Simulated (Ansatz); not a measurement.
Consider the hydrogenolysis of a C–F bond: `FC1[SiH2][Te]1` + H₂ → `C1[SiH2][Te]1` + H–F.

Program: Ansatz. Geometries: PBE0-D4/def2-TZVP. ΔE: electronic, gas phase. CBS: MP2 limit from def2 TZ/QZ plus the TZ coupled-cluster correction, frozen cores. This one scheme is used for every species. Functionals use def2-TZVPP. B3LYP here is the variant with VWN-RPA as its local correlation; programs differ in this. HSE06 is defined as in plane-wave codes. Elements past krypton have def2 core potentials. For Te outer-core shells are correlated without core-valence functions, which leaves a few kJ/mol of doubt a bond.

Q: Is it downhill or uphill in electronic energy at CCSD(T)/CBS, and by how much? (An estimate is asked.)

A: Ansatz gave: Downhill: ΔE = -136.3 kJ/mol.

Q: What do these levels give: BLYP-D4, r2SCANh-D4, r2SCAN0-D4, HSE06-D4, PBE-QIDH, r2SCAN, B3LYP, HSE06, MP2/def2-SVP, MP2/def2-TZVPP, CCSD(T)/def2-TZVPP, HF/def2-QZVPP? (An estimate is asked.)

A: The calculation gave: BLYP-D4 -105.4, r2SCANh-D4 -120.6, r2SCAN0-D4 -127.9, HSE06-D4 -125.9, PBE-QIDH -138.1, r2SCAN -115.6, B3LYP -120.1, HSE06 -127.0, MP2/def2-SVP -130.4, MP2/def2-TZVPP -142.1, CCSD(T)/def2-TZVPP -134.9, HF/def2-QZVPP -143.5 kJ/mol.

Largest T1 diagnostic among the species: 0.013.

At CCSD(T), def2-SVP lies +13.0 kJ/mol from the extrapolated value and def2-TZVPP +1.4 kJ/mol. From r2SCAN to r2SCAN0 (25 % exact exchange), in def2-TZVPP and without D4, ΔE moves by −12.7 kJ/mol.
